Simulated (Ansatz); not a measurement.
Ansatz (a first-principles code) input:

Ansatz 0.2 input:
```yaml
crystal:
  periodic: [false, false, false]
  atoms:
    - {symbol: C, position_ang: [-1.52898140, 0.28395697, -0.12508139]}
    - {symbol: C, position_ang: [-0.29755424, -0.55255937, -0.45372486]}
    - {symbol: N, position_ang: [0.87491221, -0.03012743, 0.16507582]}
    - {symbol: C, position_ang: [1.81617265, 0.41968872, 0.68333094]}
    - {symbol: H, position_ang: [-1.40208934, 1.30883811, -0.47290718]}
    - {symbol: H, position_ang: [-1.70519531, 0.30357724, 0.95010670]}
    - {symbol: H, position_ang: [-2.40413276, -0.14490062, -0.61444932]}
    - {symbol: H, position_ang: [-0.42628060, -1.58198720, -0.11434102]}
    - {symbol: H, position_ang: [-0.12450949, -0.58115343, -1.53108804]}
basis:
  gaussian:
    orbitals: aug-cc-pVDZ
magnetization: {spin_polarized: false}
correlation: {method: ccsd_t, electrons: outside_noble_gas}
output: {forces: true}
```

**Question.** Predict the final energy.

**Answer.** -171.59121 Eh (CCSD(T)/aug-cc-pVDZ). The basis has 137 functions. The run takes very roughly 100 core-seconds.
